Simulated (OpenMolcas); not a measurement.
## 4d³ along the 39-electron sequence

- Program: OpenMolcas
- Method: SS-CASPT2, IPEA 0.25 Eh, imaginary shift 0.1 Eh
- Basis: ANO-RCC-VTZP
- Scalar Hamiltonian: DKH2, point nucleus
- Spin-orbit coupling: RASSI with atomic mean-field integrals over the reference wave functions, term energies averaged over their components

Active space for each ion: 3 electrons in 5 orbitals (4d); closed shells correlated by CASPT2: 4s 4p.

Computed levels in cm-1 above ⁴F_3/2:

```tsv
Level	Nb2+	Mo3+	Tc4+	Ru5+	Rh6+	Pd7+
⁴F_5/2	518	760	1065	1429	1882	2490
⁴F_7/2	1183	1719	2380	3150	4090	5320
⁴F_9/2	1950	2810	3840	5020	6420	8190
⁴P_1/2	9100	10790	12350	13810	15320	17070
⁴P_3/2	9130	10850	12350	13730	15110	16620
²G_7/2	9560	11960	14020	15990	18020	20390
⁴P_5/2	9920	11960	13980	15950	18080	20650
²G_9/2	10100	12680	14900	17000	19130	21620
²D_3/2(1)	12110	15120	17470	19850	22230	24970
weight of ⁴F in the lowest level (%)	99	99	98	98	97	96
```

Mixed levels, with the weight of the term that names them: Nb2+ ²D_3/2(1) (51 %), Mo3+ ²D_3/2(1) (56 %), Tc4+ ²D_3/2(1) (55 %), Ru5+ ²G_9/2 (73 %), Ru5+ ²D_3/2(1) (57 %), Rh6+ ²G_9/2 (66 %), Rh6+ ²D_3/2(1) (58 %), Pd7+ ⁴P_3/2 (75 %), Pd7+ ²G_9/2 (58 %), Pd7+ ²D_3/2(1) (57 %).

Measured, with the error of the calculation in %. Measured levels: Nb2+ from the list in Shadmi, J. Res. Natl. Bur. Stand. 70A, 435 (1966); Mo3+ from Sugar and Musgrove, J. Phys. Chem. Ref. Data 17, 155 (1988).

| Level | Nb2+ | Mo3+ |
| --- | --- | --- |
| ⁴F_5/2 | 516 (+0.5) | 778 (-2.3) |
| ⁴F_7/2 | 1177 (+0.5) | 1760 (-2.3) |
| ⁴F_9/2 | 1939 (+0.6) | 2865 (-2.0) |
| ⁴P_1/2 | 8664 (+5.0) | 10338 (+4.4) |
| ⁴P_3/2 | 8608 (+6.1) | 10331 (+5.0) |
| ²G_7/2 | 9236 (+3.5) | 11580 (+3.3) |
| ⁴P_5/2 | 9594 (+3.4) | 11612 (+3.0) |
| ²G_9/2 | 9804 (+3.0) | 12311 (+3.0) |
| ²D_3/2(1) |  | 17107 (-11.6) |

The fine-structure level ⁴F_9/2 changes by a factor of 4.2 from Nb2+ to Pd7+. Its fourth root runs 6.65, 7.28, 7.87, 8.42, 8.95, 9.51, with steps per unit of Z of 0.64, 0.59, 0.55, 0.53, 0.56; equal steps would mean a (Z - σ)^4 law with constant σ.

⁴P_1/2 changes by a factor of 1.88 over the same range, with steps per unit of Z of +1690, +1560, +1460, +1510, +1750 cm-1.

Term energies are means over components that CASPT2 splits; among the terms shown or strongly mixed into the levels shown the widest spread is 1200 cm-1 (4d³ ²H, Nb2+). Terms from blocks run as CI alone lack orbitals of their own. The CASPT2 spread within a term exceeds the gap to the next term for 4d³ ²P and 4d³ ²H, 4d³ ²H and 4d³ ²D(1), so the order of their levels is uncertain (figures for Nb2+; the like holds for Mo3+, Tc4+, Ru5+, Rh6+, Pd7+). Levels of configurations with an s electron are missing; early in the row they begin among the upper levels of the d shell and mix with terms of their name (holds for Nb2+). Some levels mix across a computed gap that differs much from the measured one, so their mixing is not that of the real levels (holds for Mo3+). Computed and measured levels are paired by configuration, term and J; levels that our copy of the source lacks, or whose pairing is in doubt (as where it misses far off the trend of its configuration), stay unpaired and out of the deviations. Levels of configurations outside the active space are missing.

A number in round brackets counts repeated terms of one configuration in the order of the reference energies.
